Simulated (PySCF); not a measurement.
C2H4Cl2Si. Atoms are numbered in the order given.

```xyz
9

Cl    -0.4471     2.5546     0.0000
C      1.0255     1.6440     0.0000
C      1.0392     0.3107     0.0000
Si    -0.5163    -0.7250     0.0000
Cl     0.0686    -2.7146     0.0000
H      1.9154     2.2798     0.0000
H      2.0210    -0.1758     0.0000
H     -1.3312    -0.4812    -1.2213
H     -1.3312    -0.4812     1.2213
```

The structure is a stationary point at PBE0-D3(BJ)/def2-SVP. The structure was generated by enumeration; whether it is a known compound was not checked. One conformer was computed; it need not be the lowest.

These are PBE0-D3(BJ)/def2-SVP (PySCF) values and carry that method's errors.

Frequencies are harmonic and unscaled.

Computed normal modes with their intensities:
```tsv
mode	ν (cm⁻¹)	IR (km/mol)	Raman (Å⁴/amu)	depolarisation	moving atoms (share of kinetic energy)
1	44	1.0	0.7	0.75	Si 39 %, Cl 37 %, H 13 %, C 11 %
2	101	2.3	0.4	0.28	Cl 57 %, Si 24 %, C 13 %
3	177	2.0	1.6	0.62	Cl 59 %, Si 26 %, C 10 %
4	310	1.9	7.4	0.75	C 56 %, H 41 %
5	493	17.2	5.8	0.33	C 52 %, Cl 27 %, Si 16 %
6	572	54.8	8.8	0.49	Si 43 %, Cl 33 %, C 16 %, H 8 %
7	599	22.4	6.5	0.75	H 70 %, Si 16 %, C 12 %
8	695	56.7	7.7	0.16	C 58 %, Si 21 %, Cl 16 %
9	699	20.1	12.9	0.75	H 91 %
10	732	67.8	3.8	0.75	H 80 %, C 18 %
11	815	37.7	1.9	0.69	C 47 %, H 33 %, Cl 11 %, Si 9 %
12	863	308.9	9.3	0.70	H 83 %, C 10 %
13	947	83.7	12.9	0.65	H 95 %
14	964	0.6	0.9	0.75	H 78 %, C 22 %
15	1139	6.7	15.8	0.55	H 90 %, C 8 %
16	1306	11.8	2.0	0.72	H 76 %, C 23 %
17	1668	118.2	27.7	0.13	C 96 %
18	2258	52.6	192.6	0.05	H 98 %
19	2262	96.7	67.9	0.75	H 95 %
20	3193	3.2	76.6	0.55	H 92 %
21	3225	0.6	156.1	0.21	H 91 %, C 9 %
```
